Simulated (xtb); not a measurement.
AlF2 (SMILES [F][Al][F]), doublet, from a rough starting geometry (GFN-xTB shapes and energies of metal compounds can be far from the true ones) (the spin is typed, not shown lowest).

Input for xtb:
```
$ xtb mol.xyz --gfn 2 --uhf 1 --opt vtight --json

# file mol.xyz
3

Al     0.36006843     0.13857272     0.13259992
F     -0.30792962     1.13409343    -1.06723945
F      0.01426508    -1.23884074     0.95017515
```

**Question.** Predict the dipole moment from GFN2-xTB in xtb.

**Answer.** 1.56 D

**Question.** Estimate the total energy at the end of the optimisation that GFN2-xTB returns for this input.

**Answer.** -10.6517 Eh
